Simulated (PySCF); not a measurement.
FGeH5N2O, SMILES [NH2][Ge]([NH2])([OH])[F].

The structure is a stationary point at B3LYP-D3(BJ)/def2-SVP. This is a generated structure with no PubChem entry under its InChIKey; it may be hypothetical. The values are those of a single conformer.

Method: B3LYP-D3(BJ)/def2-SVP run with PySCF.

Frequencies are harmonic and unscaled.

Computed harmonic wavenumbers and intensities:
```csv
mode,ν (cm⁻¹),IR (km/mol),Raman (Å⁴/amu),depolarisation,moving atoms (share of kinetic energy)
1,110,5.9,0.6,0.75,"H 72 %, N 15 %"
2,143,5.5,2.3,0.74,"N 41 %, H 31 %, F 15 %, O 13 %"
3,197,20.2,0.9,0.74,"H 59 %, O 19 %, N 14 %"
4,236,24.9,1.3,0.67,"H 31 %, N 30 %, Ge 21 %, F 9 %, O 9 %"
5,241,30.9,0.9,0.75,"H 36 %, F 25 %, N 18 %, Ge 14 %"
6,255,24.7,2.2,0.75,"F 29 %, Ge 22 %, N 20 %, O 15 %, H 15 %"
7,276,31.9,1.7,0.75,"H 54 %, N 17 %, O 13 %, F 9 %"
8,311,103.8,1.6,0.73,"H 65 %, O 22 %"
9,484,186.4,2.9,0.03,"H 73 %, N 26 %"
10,538,166.2,3.6,0.04,"H 67 %, N 31 %"
11,680,45.9,13.5,0.01,"F 49 %, N 25 %, O 13 %, H 10 %"
12,709,61.7,6.9,0.22,"N 36 %, F 29 %, Ge 19 %, H 9 %"
13,743,108.3,2.9,0.72,"O 45 %, N 25 %, Ge 21 %, H 9 %"
14,749,78.4,4.1,0.72,"N 45 %, Ge 23 %, O 16 %, H 15 %"
15,873,6.5,1.0,0.68,"H 86 %, N 10 %"
16,880,16.3,0.8,0.72,"H 85 %, N 13 %"
17,926,136.9,2.2,0.64,H 86 %
18,1533,29.4,4.4,0.74,"H 91 %, N 9 %"
19,1542,28.6,4.5,0.72,"H 91 %, N 9 %"
20,3535,20.1,125.1,0.11,H 96 %
21,3545,20.6,117.0,0.10,H 96 %
22,3632,27.0,75.6,0.75,"H 91 %, N 9 %"
23,3645,30.3,64.2,0.75,"H 91 %, N 9 %"
24,3843,75.8,90.8,0.27,H 94 %
```
